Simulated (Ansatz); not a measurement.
Basis sets compared for Li6H7⁻ (the lowest singlet isomer of a short search). The state is a singlet with charge -1. Geometry PBE0-D4/def2-TZVPD. Ansatz on 4 threads of Arm Neoverse V2 on a shared host; times are rough, and most runs start from earlier orbitals.

```xyz
13

Li    1.348   -0.595   -1.108
Li   -0.675    0.794   -1.636
Li   -1.296    0.842    1.006
Li   -1.239   -1.224   -0.171
Li    0.694   -1.177    1.105
Li    1.159    1.319    0.818
H    -2.219    0.267   -0.764
H     0.058    0.250   -0.099
H     0.830    0.461   -2.530
H     0.378   -2.101   -0.489
H    -1.068   -0.922    1.665
H     2.242   -0.179    0.741
H    -0.211    2.264    1.460
```

The structure comes from a short search, and lower isomers may exist.

| level | functions | energy (Eh) | HOMO (eV) | LUMO (eV) | wall time |
| --- | --- | --- | --- | --- | --- |
| HF/STO-3G | 37 | -48.0226 | -3.17 | 7.31 | 0.1 s |
| HF/6-31G | 68 | -48.7852 | -4.67 | 4.57 | 0.25 s |
| PBE-D4/def2-SVPD | 128 | -49.2313 | -0.96 | 2.27 | 1.4 s |
| PBE0-D4/def2-SVPD | 128 | -49.2679 | -1.94 | 2.61 | 1.4 s |

Question: Estimate the rows for PBE-D4/def2-TZVPD, PBE0-D4/def2-TZVPD (with forces).

Answer: 
```json
{"level": "PBE-D4/def2-TZVPD", "functions": "165", "energy (Eh)": "-49.2711", "HOMO (eV)": "-0.97", "LUMO (eV)": "2.24", "wall time": "1.5 s"}
{"level": "PBE0-D4/def2-TZVPD (with forces)", "functions": "165", "energy (Eh)": "-49.3060", "HOMO (eV)": "-1.95", "LUMO (eV)": "2.58", "wall time": "2.5 s"}
```
